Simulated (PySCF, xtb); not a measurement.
BrH₃OSiTe, SMILES [SiH3]O[Te]Br. Other conformers were not sampled.

Harmonic wavenumbers (cm⁻¹) from xtb with GFN2-xTB at its own minimum, in rising order: 41, 79, 127, 165, 281, 425, 619, 641, 728, 793, 821, 882, 2249, 2285, 2355.

Problem. What does PBE-D3(BJ)/def2-SVP (PySCF) give at its own minimum? (Estimate from the structure and the level; the computed values follow.)

Solution. 45, 71, 139, 164, 245, 483, 678, 689, 833, 897, 911, 940, 2159, 2173, 2191. Paired by order, the mean absolute difference is 63 cm⁻¹ and the zero-point energies are 17.9 and 18.0 kcal/mol.
